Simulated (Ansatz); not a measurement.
The same redistribution along the group C, Ge, Sn.

Computed with Ansatz on PBE0-D4/def2-TZVP structures; ΔE is electronic, products minus reactants. CCSD(T)/CBS adds triple-zeta CCSD(T) − MP2 to the extrapolated MP2 energy (def2 sets, frozen cores). This one scheme is used for every species. Functionals use def2-TZVPP. Elements past krypton have def2 core potentials. For Ge, Sn outer-core shells are correlated without core-valence functions, which leaves a few kJ/mol of doubt a bond. Scalar relativity is left out up to krypton. Each species was taken in one conformer, which may not be the lowest.

```tsv
reaction	CCSD(T)/CBS(def2) (eV)
`CBN` + `OBF` → CH₃OH + `NBBF`	2.95
`N[BH][GeH3]` + `OBF` → `[OH][GeH3]` + `NBBF`	1.68
`N[BH][SnH3]` + `OBF` → `[OH][SnH3]` + `NBBF`	?
```

(1) Fill in the missing values. (Best estimate.)

Largest T1 diagnostic: 0.015, for `NBBF`.

Answers

(1) Ansatz gave: `N[BH][SnH3]` + `OBF` → `[OH][SnH3]` + `NBBF`: +1.71 eV.
